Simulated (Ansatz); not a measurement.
Worked example: CH2BrI + SiH2(CH3)2 → CH3I + SiH(CH3)2Br

Species: CH2BrI (bromoiodomethane) `BrCI`, singlet; SiH2(CH3)2 (dimethylsilane), singlet; CH3I (methyl iodide) `CI`, singlet; SiH(CH3)2Br, singlet. The partners trade Br for H: C–Br and Si–H bonds give way to C–H and Si–Br.

Shapes, held fixed at every level: PBE0-D4/def2-TZVP. Programs: Ansatz 0.2.0. The zero-point and thermal change to 298 K, harmonic and unscaled (PBE0-D4/def2-TZVP), is +7.3 kJ/mol.

At CCSD(T)/def2-TZVPP; 1 Eh = 2625.50 kJ/mol:

```
    species   energy (Eh)
     CH2BrI  -2909.076229
 SiH2(CH3)2   -369.945610
       CH3I   -336.975382
SiH(CH3)2Br  -2942.113401
```

Work out ΔH(298 K) of the reaction at this level.


1. Products less reactants: (-336.975382) + (-2942.113401) − [(-2909.076229) + (-369.945610)] = -0.066944 Eh = -175.8 kJ/mol.
2. With the thermal change: -175.8 + (+7.3) = -168.5 kJ/mol.

Other levels give -185.5 (HF/def2-SVP) to -163.8 kJ/mol (PBE-D4/def2-TZVPP). No measured value is set beside it here. For atoms past krypton def2 sets carry core potentials with scalar relativity. Relativity is left out for Br. Outer-core shells of Br, I are correlated, in sets that cover them unevenly.
